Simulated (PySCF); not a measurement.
C8H9 (doublet state).
Z-matrix (Å and degrees, GFN2-xTB geometry), rows numbered from 1:
```
C 
C   1  1.3833
C   2  1.3819  1  123.42
C   2  1.4382  1  118.55  3   179.80
C   4  1.3029  2  152.78  1    -0.65
C   5  1.5107  4   64.56  2  -178.93
C   6  1.4704  4  119.80  5  -106.37
C   7  1.3235  6  124.33  4  -149.08
H   1  1.0740  2  121.03  3  -179.82
H   1  1.0749  2  120.79  3     0.01
H   3  1.0745  2  120.86  1   179.60
H   3  1.0746  2  121.03  1    -0.10
H   5  1.0615  4  151.83  6   179.34
H   6  1.0885  4  118.72  5   105.03
H   7  1.0835  6  115.18  4    30.40
H   8  1.0780  7  121.47  6    -0.57
H   8  1.0762  7  122.14  6   179.58
```

The hyperfine couplings belong to this conformer and change with its torsions.

The species is `[CH2]C(=C)C1=C[C@@H]1C=C` [radical].

Method used: PySCF 2.14.0, UKS B3LYP, pcH-1 on C H, non-relativistic, mean-field spin-orbit, GIAO. Geometry: GFN2-xTB, one conformer, isolated molecule. A GFN2-xTB geometry isn't a minimum of the functional, and hyperfine couplings can be far from their values at a DFT geometry. The SCF solution wasn't tested for stability. ⟨S²⟩ is 0.790 where a pure state has 0.75.

Computed for the main isotopes (class means, splittings of 0.05 mT or more): g = 2.0026; H9 1H -45.1 MHz (1.61 mT); H10 1H -43.0 MHz (1.53 mT); H11 1H -42.4 MHz (1.51 mT); H12 1H -39.9 MHz (1.42 mT); H13 1H +6.6 MHz (0.23 mT); H14 1H -2.4 MHz (0.08 mT); 64 first-order lines, 6.40 mT wide. Two of these splittings differ by less than 0.03 mT, so with lines wider than that fewer lines would be seen.

Question: What changes when 1H at H13 is replaced by 2H?

Answer: The spin density stays the same (vibrational effects aside), so a scales with the nuclear g factor: 0.85744/5.58569 = 0.1535, so a goes from +6.6 to +1.0 MHz (0.036 mT). The spin goes from 1/2 to 1, so the 1:1 doublet becomes a 1:1:1 triplet. The spectrum then has 96 first-order lines over 6.24 mT, counting the new splitting although it is under 0.05 mT.

Question: Give position and intensity of the satellites from 13C at C1.

Answer: a = +58.9 MHz, or 2.10 mT in magnitude, and I = 1/2, so to first order each main line has two satellites, at ±1.05 mT. The isotope's abundance is about 1.07 %, shared among 2 lines, so each has 0.54 % of the main line's intensity.

Question: Where do the 13C satellites of C3 appear, and how strong are they?

Answer: a = +54.8 MHz, or 1.95 mT in magnitude, and I = 1/2, so to first order each main line has two satellites, at ±0.98 mT. The isotope's abundance is about 1.07 %, shared among 2 lines, so each has 0.54 % of the main line's intensity.

Question: Where do the 13C satellites of C2 appear, and how strong are they?

Answer: a = -50.6 MHz, or 1.81 mT in magnitude, and I = 1/2, so to first order each main line has two satellites, at ±0.90 mT. The isotope's abundance is about 1.07 %, shared among 2 lines, so each has 0.54 % of the main line's intensity.

H9 and H10 aren't averaged: C1 is flat or nearly so (angle sum 360°), and its turn about the short C1–C2 bond (1.38 Å) is taken as slow.
